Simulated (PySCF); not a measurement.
# Ionisation energy of Te³⁴⁺ by level of theory

Te³⁴⁺ [Ar] (1S) → Te³⁵⁺ [Ne] 3s2 3p5 (2P), as a difference of total energies. Computed with PySCF 2.14 in an uncontracted even-tempered set (18 s from 5.6 bohr⁻², ratio 2.5; 12 p from 7.3 bohr⁻², ratio 2.5; 5 d from 33 bohr⁻², ratio 2.7; 4 f from 50 bohr⁻², ratio 2.7), with scalar relativity by spin-free X2C-1e. Correlated levels: outer shells: 1s2 frozen; virtual orbitals above 40 to 60 times the deepest correlated orbital energy dropped. The calculations carry no spin-orbit coupling.

```
                method  ionisation energy (eV)
                   UHF                  2330.8
                   LDA                  2332.0
                   PBE                  2332.2
                  PBE0                  2332.4
                r2SCAN                  2333.0
               r2SCAN0                  2332.9
                revPBE                  2332.2
    MP2 (outer shells)                  2331.8
SCS-MP2 (outer shells)                  2331.7
```

A first-order spin-orbit estimate (lowest level to lowest level, LS coupling) adds -20.685 eV.

Breit and QED terms and the two-electron picture change are absent.

For comparison: 2309 ± 5 eV (theoretical estimate listed by NIST; NIST Atomic Spectra Database, ionization energies).
